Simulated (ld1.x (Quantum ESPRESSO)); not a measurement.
**PBEsol TM dataset for Ni (Z = 28), scalar-relativistic all-electron reference.**

Input for ld1.x (Quantum ESPRESSO) 7.5:

```
&input
   title='Ni', zed=28., rel=1, dft='PBESOL', iswitch=3,
   config='[Ar] 3d8 4s1.5 4p0',
   nld=3, rlderiv=3.15, eminld=-3.0, emaxld=5.0, deld=0.02
 /
 &inputp
   pseudotype=2, tm=.true., lloc=0,
   nlcc=.false.,
   file_pseudopw='Ni.UPF', file_wfcaegen='ae.wfc', file_wfcncgen='nc.wfc', file_beta='beta', file_chi='chi'
 /
3
4P  2  1   0.00   0.00  2.90  2.90  0.0
3D  3  2   8.00   0.00  1.70  1.70  0.0
4S  1  0   1.50   0.00  1.55  1.55  0.0
 &test
   configts(1)='3d8 4s1.5 4p0'
 /
```

Command:

```bash
ld1.x < Ni.in > Ni.out
```

Output (shortened: banner, matrices, multipoles, cross overlaps and the repeated all-electron block are left out):

```
Program LD1 v.7.5
     --------------------------- All-electron run ----------------------------

     Ni
     scalar relativistic calculation

     atomic number is 28.00
     dft =PBESOL   lsd =0 sic =0 latt =0  beta=0.20 tr2=1.0E-14
     Exchange-correlation= PBESOL
                           (   1   4  10   8   0   0   0)
     mesh =1195 r(mesh) =  98.77016 a.u. xmin = -7.00 dx = 0.01250
     1 Ry =  13.60569312 eV, c = 137.03599908

     n l     nl                  e(Ry)          e(Ha)          e(eV)
     1 0     1S 1( 2.00)      -603.3294      -301.6647     -8208.7149
     2 0     2S 1( 2.00)       -72.4069       -36.2034      -985.1454
     2 1     2P 1( 6.00)       -62.3607       -31.1804      -848.4609
     3 0     3S 1( 2.00)        -8.4621        -4.2310      -115.1325
     3 1     3P 1( 6.00)        -5.5577        -2.7789       -75.6168
     3 2     3D 1( 8.00)        -0.9727        -0.4864       -13.2343
     4 0     4S 1( 1.50)        -0.6833        -0.3416        -9.2967
     4 1     4P 1( 0.00)        -0.3081        -0.1541        -4.1926

     final scf error:  7.3E-15 reached in  28 iterations

     Etot =   -3038.199279 Ry,   -1519.099640 Ha,  -41336.807037 eV

     Ekin =    3080.075455 Ry,    1540.037728 Ha,   41906.561440 eV
     Encl =   -7286.499008 Ry,   -3643.249504 Ha,  -99137.869449 eV
     Eh   =    1291.834446 Ry,     645.917223 Ha,   17576.303032 eV
     Exc  =    -123.610171 Ry,     -61.805086 Ha,   -1681.802059 eV

     normalization and overlap integrals

     s(1S/1S) =  1.000000  <r> =   0.0541  <r2> =    0.0039  r(max) =   0.0353
     s(2S/2S) =  1.000000  <r> =   0.2451  <r2> =    0.0709  r(max) =   0.2055
     s(2P/2P) =  1.000000  <r> =   0.2154  <r2> =    0.0570  r(max) =   0.1641
     s(3S/3S) =  1.000000  <r> =   0.7408  <r2> =    0.6343  r(max) =   0.6410
     s(3P/3P) =  1.000000  <r> =   0.7792  <r2> =    0.7175  r(max) =   0.6491
     s(3D/3D) =  1.000000  <r> =   1.0017  <r2> =    1.3490  r(max) =   0.6331
     s(4S/4S) =  1.000000  <r> =   2.6490  <r2> =    8.1175  r(max) =   2.1821
     s(4P/4P) =  1.000000  <r> =   3.6185  <r2> =   15.4332  r(max) =   2.8371

     ------------------------ End of All-electron run ------------------------

     --------------------- Generating NC pseudopotential ---------------------

      Generating local pot.: lloc=0, matching radius rcloc =   1.5500

      Wfc   4P  rcut= 2.909  Using Troullier-Martins method

      Wfc   3D  rcut= 1.721  Using Troullier-Martins method

     ------------------- End of pseudopotential generation -------------------

     Computing logarithmic derivative in   3.15524
     Message from routine run_pseudo:
     Warning: convergence not achieved
     Computing logarithmic derivative in   3.15524
     Computing the partial wave expansion
       no projector for channel:   0
     R is outside the sphere for l=    1 j= 0.00
     R is outside the sphere for l=    2 j= 0.00

     ---------------------- Testing the pseudopotential ----------------------

     Ni
     scalar relativistic calculation

     atomic number is 28.00   valence charge is 10.00
     dft =PBESOL   lsd =0 sic =0 latt =0  beta=0.20 tr2=1.0E-14
     mesh =1195 r(mesh) =  98.77016 xmin = -7.00 dx = 0.01250

     n l     nl             e AE (Ry)        e PS (Ry)    De AE-PS (Ry)
     3 2     3D   1( 8.00)       -0.97270       -0.97270        0.00000
     1 0     4S   1( 1.50)       -0.68330       -0.68330       -0.00000
     2 1     4P   1( 0.00)       -0.30815       -0.30815        0.00000

     eps = 4.3E-12  iter =201

     Etot =   -3038.199279 Ry,   -1519.099640 Ha,  -41336.807037 eV
     Etotps =   -71.856932 Ry,     -35.928466 Ha,    -977.663370 eV

     Ekin =      96.793420 Ry,      48.396710 Ha,    1316.941570 eV
     Encl =    -116.366708 Ry,     -58.183354 Ha,   -1583.249720 eV
     Ehrt =      66.603415 Ry,      33.301708 Ha,     906.185632 eV
     Ecxc =     -11.693521 Ry,      -5.846761 Ha,    -159.098464 eV
     Epseu=    -107.193538 Ry,     -53.596769 Ha,   -1458.442388 eV

     ---------------------- End of pseudopotential test ----------------------
```

Generation and configuration tests took about 2.5 s on one core of a shared server CPU.
